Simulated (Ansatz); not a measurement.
Start from `C[SiH]1C=CS1` and change one atom or group to get `[SiH3][SiH]1C=CS1`.

Ansatz, PBE0-D4/def2-TZVP geometries, multiplicity 1. 

| property | `C[SiH]1C=CS1` |
| --- | --- |
| HOMO energy (ωB97M-V/def2-TZVPP) / eV | -8.47 |
| HOMO–LUMO gap (B3LYP/def2-TZVPP) / eV | 5.44 |
| LUMO energy (ωB97M-V/def2-TZVPP) / eV | 1.53 |
| size of the dipole moment (ωB97M-V/def2-TZVPP) / D | 1.74 |
| HOMO–LUMO gap (PBE0/def2-TZVPP) / eV | 5.87 |
| HOMO–LUMO gap (PBE/def2-TZVPP) / eV | 3.86 |

Problem. What does the change do to each property? (Estimate.)

Solution. Computed: 
```json
{"property": "HOMO energy (ωB97M-V/def2-TZVPP) / eV", "`[SiH3][SiH]1C=CS1`": "-8.65", "shift": "-0.18"}
{"property": "HOMO–LUMO gap (B3LYP/def2-TZVPP) / eV", "`[SiH3][SiH]1C=CS1`": "5.40", "shift": "-0.04"}
{"property": "LUMO energy (ωB97M-V/def2-TZVPP) / eV", "`[SiH3][SiH]1C=CS1`": "1.06", "shift": "-0.47"}
{"property": "size of the dipole moment (ωB97M-V/def2-TZVPP) / D", "`[SiH3][SiH]1C=CS1`": "1.34", "shift": "-0.40"}
{"property": "HOMO–LUMO gap (PBE0/def2-TZVPP) / eV", "`[SiH3][SiH]1C=CS1`": "5.80", "shift": "-0.07"}
{"property": "HOMO–LUMO gap (PBE/def2-TZVPP) / eV", "`[SiH3][SiH]1C=CS1`": "3.87", "shift": "0.01"}
```

With PBE0 the HOMO falls by 0.20 eV and the LUMO falls by 0.26 eV, so the gap narrows by about 0.06 eV. PBE moves the HOMO by -0.21 eV and ωB97M-V by -0.18 eV. Dipoles are sizes alone; their direction can turn.

B3LYP here is the variant with VWN-RPA as its local correlation; programs differ in this.
